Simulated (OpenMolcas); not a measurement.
**Ionisation energies of bismuth**

```
Program             : OpenMolcas
Basis               : ANO-RCC-VDZP [7s6p4d2f1g]
Scalar Hamiltonian  : DKH2, point nucleus
Spin-orbit coupling : RASSI with atomic mean-field integrals over the reference wave functions, term energies averaged over their components
```

Active shells in each charge state: the valence s, p shells, with orbitals averaged over the low states. Where CASPT2's correlated closed shells are named, they are those of the first ion.

A. CASSCF
B. SS-CASPT2, IPEA 0.25 Eh, imaginary shift 0.1 Eh (closed shells correlated: 4f 5s 5p 5d)

Energies in eV between the lowest computed levels (charge -1 gives the electron affinity), named as in B; reference values from the NIST Atomic Spectra Database with their kind.

```tsv
From	To	A	B	Spin-orbit share in B	Reference
Bi- 6s2 6p4 3P2	Bi 6s2 6p3 4S* 3/2	-0.486	0.003	+0.085	
Bi 6s2 6p3 4S* 3/2	Bi+ 6s2 6p2 3P0	6.508	7.104	-1.657	7.286 (measured)
Bi+ 6s2 6p2 3P0	Bi2+ 6s2 6p 2P* 1/2	15.699	16.347	+0.488	16.703 (measured)
Bi2+ 6s2 6p 2P* 1/2	Bi3+ 6s2 1S0	24.389	25.264	+1.702	25.571 (measured)
Bi3+ 6s2 1S0	Bi4+ 6s 2S 1/2	43.172	44.274	+0.000	45.370 (measured)
Bi4+ 6s 2S 1/2	Bi5+ 5d10 1S0	54.087	55.572	+0.000	54.856 (measured)
```

Error against the reference values, in %:

```tsv
From	Reference	A	B
Bi	measured	-10.7	-2.5
Bi+	measured	-6.0	-2.1
Bi2+	measured	-4.6	-1.2
Bi3+	measured	-4.8	-2.4
Bi4+	measured	-1.4	+1.3
```

Mean absolute error over the 5 measured values: A 1.19 eV, B 0.53 eV. B lies closest.

No diffuse functions were added, so the electron affinity comes out too small, and without dynamic correlation a bound anion can come out unbound.

* marks odd parity.
